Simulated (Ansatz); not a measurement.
Reaction (cleavage of the Si–Si bond): `O[Si@H](Cl)[Si@H](F)Cl` + HCl → `O[SiH](Cl)Cl` + `F[SiH2]Cl`

Computed with Ansatz on PBE0-D4/def2-TZVP structures; ΔE is electronic, products minus reactants. CCSD(T)/CBS is the MP2 limit (def2-TZVPP, def2-QZVPP) plus CCSD(T) − MP2 in def2-TZVPP, frozen cores. This one scheme is used for every species. DFT in def2-TZVPP. Each species was taken in one conformer, which may not be the lowest.

```tsv
species	PBE-D4 energy (Eh)
`O[Si@H](Cl)[Si@H](F)Cl`	-1675.76591
HCl	-460.62759
`O[SiH](Cl)Cl`	-1285.95045
`F[SiH2]Cl`	-850.48205
```

Q: Work out ΔE.

A: ΔE = (-1285.95045) + (-850.48205) − (-1675.76591) − (-460.62759) = -0.03900 Eh = -102.4 kJ/mol. CCSD(T)/CBS gives -121.8 kJ/mol.

Largest T1 diagnostic among the species: 0.011.

In def2-TZVPP, CCSD(T) changes the Hartree–Fock value by +19.1 kJ/mol (the triples alone add +2.1 kJ/mol) and MP2 by +9.0 kJ/mol. The D4 term adds +6.7 kJ/mol with B3LYP and +4.3 kJ/mol with PBE0; it sums over pairs of atoms, weighted by their polarisabilities, and B3LYP, whose exchange is more repulsive, gets the larger term. From PBE to PBE0 (25 % exact exchange), in def2-TZVPP and without D4, ΔE moves by −7.9 kJ/mol.

B3LYP here is the variant with VWN-RPA as its local correlation; programs differ in this.
